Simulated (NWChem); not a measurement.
System: CH5InO2; SMILES [O](C)[InH][OH]

Here is an NWChem input.

```
start job
memory heap 200 mb stack 900 mb global 1100 mb
geometry units angstroms noautoz
  In    -0.378118     0.484277     0.000000
  H     -1.766418     1.496188     0.000000
  O      1.601089     0.920038     0.000000
  H      1.731733     1.887648     0.000000
  O     -0.534741    -1.525012     0.000000
  C      0.610596    -2.352791     0.000000
  H      0.608653    -3.016792     0.896976
  H      0.608653    -3.016792    -0.896976
  H      1.576982    -1.797555     0.000000
end
basis spherical
  * library def2-svp
end
ecp
  In library def2-ecp
end
dft
  xc b3lyp
  iterations 150
  vectors input atomic output neutral.movecs
end
task dft energy
charge 1
dft
  odft
  mult 2
  vectors input atomic output cation.movecs
end
task dft energy
```

Geometry: optimised at PBE-D3(BJ)/def2-SVP. def2 effective core potentials on In; no spin-orbit coupling.

Ions are spin-unrestricted doublets at the neutral geometry; other ion states weren't tried.

Problem. What results follow from this input? (B3LYP/def2-SVP with def2 effective core potentials on In, vertical spin-unrestricted ions.) Quantities: vertical ionisation energy, ΔSCF (eV); −ε(HOMO) (eV).

Solution. 
| Quantity | Result |
|---|---|
| vertical ionisation energy, ΔSCF (eV) | 9.24 |
| −ε(HOMO) (eV) | 6.83 |
